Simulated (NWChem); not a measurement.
Molecule: C₂H₄N₂Si; SMILES C1=N[SiH2]N=C1

```xyz
9

C      0.0000     0.7605    -1.2079
N      0.0000     1.3451    -0.0752
Si     0.0000     0.0000     1.1022
N      0.0000    -1.3451    -0.0752
C      0.0000    -0.7605    -1.2079
H      0.0000     1.3193    -2.1603
H     -1.2282     0.0000     1.9397
H      1.2282     0.0000     1.9397
H      0.0000    -1.3193    -2.1603
```
Atoms are numbered in this order, from 1.

Program: NWChem. Geometry: optimised at PBE0/def2-SVP. Level: PBE0/def2-SVP with SMD (1 M gas to 1 M solution), gas-phase geometry. Reactions with the solvent are ignored.

For solvent toluene:

| Property | Value |
|---|---|
| solvation free energy (kcal/mol) | -3.4 |
| cavity-dispersion-structure term (kcal/mol) | 0.0 |
| dipole in solution (D) | 1.28 |

**Question.** How do the values read with solvent water instead?

**Answer.** 
| Quantity | Value |
|---|---|
| solvation free energy (kcal/mol) | -4.4 |
| cavity-dispersion-structure term (kcal/mol) | 1.8 |
| dipole in solution (D) | 1.62 |
